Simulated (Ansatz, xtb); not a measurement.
C3H11AlSe: which of two conformers lies lower

Structure I: `CC[SeH+][AlH2-][CH3]`, a singlet. Structure II: `CC[SeH+][AlH2-][CH3]`, a singlet. Both are isolated molecules in the gas phase, relaxed with PBE0-D4/def2-SVP.

I (Å):

```xyz
16

C    -0.1734   -1.1690    0.9491
C     0.1717   -1.1062   -0.5212
C    -1.9652    3.3760   -1.6446
Al   -1.9435    1.7376   -0.5474
Se    0.3945    0.7086   -1.2371
H    -1.1035   -0.6268    1.1723
H    -0.3089   -2.2205    1.2484
H     0.6272   -0.7442    1.5738
H     1.0971   -1.6480   -0.7625
H    -0.6363   -1.5129   -1.1479
H     1.2521    1.2021   -0.1460
H    -2.7302    0.4307   -1.0670
H    -1.7612    1.8716    1.0423
H    -1.8612    3.1695   -2.7227
H    -2.9265    3.9034   -1.5128
H    -1.1748    4.0905   -1.3593
```

II (Å):

```xyz
16

C    -2.8540   -0.5930    2.4454
C    -1.5585   -0.2463    1.7456
C    -0.0318    1.8244   -1.0643
Al    0.8079    0.0533   -0.7999
Se   -1.1922   -1.3634    0.1747
H    -3.7269   -0.4154    1.7990
H    -2.9712    0.0369    3.3416
H    -2.8756   -1.6452    2.7653
H    -1.5197    0.7997    1.4124
H    -0.6784   -0.4210    2.3824
H    -2.2806   -0.8157   -0.6544
H     1.7185   -0.1698    0.5074
H     1.1130   -0.8478   -2.0900
H    -0.3990    2.2880   -0.1328
H     0.7093    2.5270   -1.4856
H    -0.8707    1.7912   -1.7804
```

Estimate E(II) − E(I) at the level CCSD(T)/def2-SVP + ΔMP2/def2-TZVPP.

CCSD(T)/def2-SVP + ΔMP2/def2-TZVPP gives E(II) − E(I) = +0.32 kJ/mol, slightly favouring structure I, which is too small a margin to settle the true order.

The same difference at several levels:

```tsv
level	geometry	E(II) − E(I) (kJ/mol)	departure from the last row (kJ/mol)	job, with rough time for the two
PBE0-D4/def2-SVP	PBE0-D4/def2-SVP	+0.45	+0.13	optimisation, 4.2 min
HF/def2-SVP	PBE0-D4/def2-SVP	−1.36	−1.68	part of the CCSD(T) run
MP2/def2-SVP	PBE0-D4/def2-SVP	−0.70	−1.02	part of the CCSD(T) run
CCSD(T)/def2-SVP	PBE0-D4/def2-SVP	−0.89	−1.21	single point
CCSD(T)/def2-SVP + ΔMP2/def2-TZVPP	PBE0-D4/def2-SVP	+0.32		single point, 2.7 min
```

The largest departure from CCSD(T)/def2-SVP + ΔMP2/def2-TZVPP is that of HF/def2-SVP, 1.68 kJ/mol. No reliable frequencies are at hand for II, so it isn't confirmed as a minimum. Levels run at GFN2-xTB geometries aren't shown. The last row adds to CCSD(T) the change of the MP2 difference between the two basis sets, here +1.21 kJ/mol.

The correlated steps freeze 17 core orbitals; the filled d shell of Se is correlated, in a basis made for valence electrons. Codes used: Ansatz 0.2.0, xtb 6.7.1; the last row on 2 threads of Arm Neoverse V2 on a shared host.
